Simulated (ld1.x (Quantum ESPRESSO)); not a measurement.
Configuration tests for Cl (Z = 17) (RRKJ)

```
Element                 : chlorine
Generator               : ld1.x (Quantum ESPRESSO) 7.5
Type                    : norm-conserving RRKJ (Kleinman–Bylander form)
Functional              : LDA (PZ)
Relativity              : fully relativistic
Frozen core             : [Ne]
Valence charge          : 7
Reference configuration : 3s2 3p5
Partial waves           : 3s (bound): rc 1.30 bohr; 3p (bound): rc 1.20 bohr
Local potential         : the p channel
Core correction         : none
rho0                    : 0.001
```

Open shells are filled in proportion to 2j + 1 (rel_dist='average').

Energies are relative to the spin-unpolarised reference configuration 3s2 3p5; without spin polarisation the order of configurations can differ from experiment. The p channel is local and has no spin–orbit splitting in the pseudo-atom.

```json
{"valence configuration": "3s2 3p3", "charge": "+2", "ΔE all-electron (eV)": "39.500", "error AE − PS (meV)": "+33"}
{"valence configuration": "3s2 3p2", "charge": "+3", "ΔE all-electron (eV)": "77.896", "error AE − PS (meV)": "+113"}
{"valence configuration": "3s2 3p4.5", "charge": "+0.5", "ΔE all-electron (eV)": "5.634", "error AE − PS (meV)": "+1.0"}
{"valence configuration": "3s1 3p6", "charge": "0", "ΔE all-electron (eV)": "12.048", "error AE − PS (meV)": "+4.8"}
{"valence configuration": "3s1 3p5", "charge": "+1", "ΔE all-electron (eV)": "26.566", "error AE − PS (meV)": "+15"}
```

(1) What are ΔE and the potential's error for 3s2 3p4?

(2) What are ΔE and the potential's error for 3s2 3p1?

## Answers

(1) ΔE = 13.972 eV all-electron; the error (AE − PS) is +5.2 meV.

(2) ΔE = 130.267 eV all-electron; the error (AE − PS) is +297 meV.
